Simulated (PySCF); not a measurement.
**Working out the excitation energy of As²⁺**

As²⁺ [Ar] 3d10 4s2 4p1 (2P) → As²⁺ [Ar] 3d10 4s1 4p2 (4P). Computed with PySCF 2.14 in x2c-TZVPPall (6s5p4d1f, 48 functions), with the spin-free X2C one-electron Hamiltonian (Gaussian nucleus). Frozen: [Ar] 3d10. Energies in hartree (1 hartree = 27.21139 eV):

| part | As²⁺ (lower) | As²⁺ (upper) |
| --- | --- | --- |
| UHF | -2258.004112 | -2257.762210 |
| CCSD correlation | -0.052714 | -0.012175 |
| (T) | -0.000689 | -0.000055 |

Problem. What does Hartree-Fock give?

Solution. (-2257.762210) − (-2258.004112) = 0.241902 hartree = 6.582 eV.

Problem. What do CCSD and CCSD(T) give?

Solution. The CCSD correlation energies differ by 0.040539 hartree = 1.103 eV and the triples by 0.000634 hartree = 0.017 eV, so CCSD gives 7.685 eV and CCSD(T) 7.702 eV.
